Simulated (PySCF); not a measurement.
C₃F₃, SMILES C(#[C])C(F)(F)F, multiplicity 2.

The structure is a stationary point at PBE-D3(BJ)/def2-SVP. The isomer is the one that the SMILES or the coordinates give; other isomers of the formula were not compared.

All values below come from PySCF with TDA-PBE/def2-SVPD.

Vertical excitations; the highest root listed may be one member of a degenerate set. Gas-phase values at a fixed geometry.

Computed excitation energies, oscillator strengths and character:
```csv
state,energy (eV),λ (nm),f,main pairs
root 1,0.85,1458,0.001,β HOMO→LUMO (degenerate set)
root 2,0.85,1458,0.001,β HOMO−1→LUMO (degenerate set)
root 3,3.17,391,0.000,β HOMO−2→LUMO 100 %
root 4,3.73,333,0.017,β HOMO−3→LUMO 98 %
root 5,3.88,320,0.000,β HOMO−4→LUMO (degenerate set)
root 6,3.88,320,0.000,β HOMO−5→LUMO (degenerate set)
root 7,4.76,260,0.000,β HOMO−6→LUMO (degenerate set)
root 8,4.76,260,0.000,β HOMO−7→LUMO (degenerate set)
root 9,5.29,235,0.000,"α HOMO−1→LUMO+1 24 %, α HOMO→LUMO 24 %, β HOMO→LUMO+2 24 %, β HOMO−1→LUMO+1 24 %"
root 10,5.77,215,0.000,"α HOMO→LUMO 28 %, α HOMO−1→LUMO+1 28 %, β HOMO−1→LUMO+1 21 %, β HOMO→LUMO+2 21 %"
```
Unrestricted roots are not spin-pure.
